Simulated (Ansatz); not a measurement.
A nudged elastic band was laid between two geometries of ClGeH5N (8 atoms, charge 1, multiplicity 1).

Level of theory: RKS revPBE-D4/def2-SVP (Ansatz 0.2.0).

```json
{
 "movable images": "5",
 "climbing image": "yes",
 "spring": "5.0 eV/Å²",
 "optimiser": "quadratic models (default)",
 "start path": "through a guess of the saddle point",
 "force threshold": "0.05 eV/Å",
 "iteration limit": "60",
 "end points": "relaxed"
}
```

First end point:

```xyz
8
Properties=species:S:1:pos:R:3
N -0.613 0.795 -0.105
Ge 0.754 -0.740 -0.027
Cl -0.187 -1.980 1.430
H -1.548 0.447 -0.383
H -0.356 1.546 -0.771
H -0.728 1.238 0.824
H 2.004 -0.012 0.490
H 0.674 -1.294 -1.459
```

Last end point:

```xyz
8
Properties=species:S:1:pos:R:3
N -0.617 0.801 -0.106
Ge 0.757 -0.737 -0.031
Cl -0.184 -1.980 1.425
H -0.218 1.715 0.173
H -1.393 0.595 0.550
H -1.037 0.924 -1.044
H 2.011 -0.018 0.493
H 0.682 -1.299 -1.460
```

**Question.** Which bonds break or form, and what moves?

**Answer.** No bond is made or broken. The dihedral H5–N1–Ge2–Cl3 goes from 180 to 0°.

**Question.** Give the energies along the band, and the barrier.

**Answer.** The forces met the threshold. The highest image is number 6 of 0 to 6, 0.014 eV above the first end and 0.000 eV above the last; the last end lies 0.014 eV above the first. The highest image is an end point: on this band no image between the ends rises above it. Between wells the path still climbs a hump at image 2, 0.01 eV above the well before it. Limits of this set-up: the dipole of an ion depends on the origin.

```
image  path coordinate (Å)  energy (eV)  dihedral H5–N1–Ge2–Cl3 (°)
    0                 0.00        0.000                         180
    1                 0.77        0.007                        -149
    2                 1.53        0.014                        -118
    3                 2.29        0.007                         -89
    4                 3.04        0.000                         -59
    5                 3.79        0.007                         -29
    6                 4.54        0.014                           0
```

The run took 120 s on 1 CPU thread of a shared host.
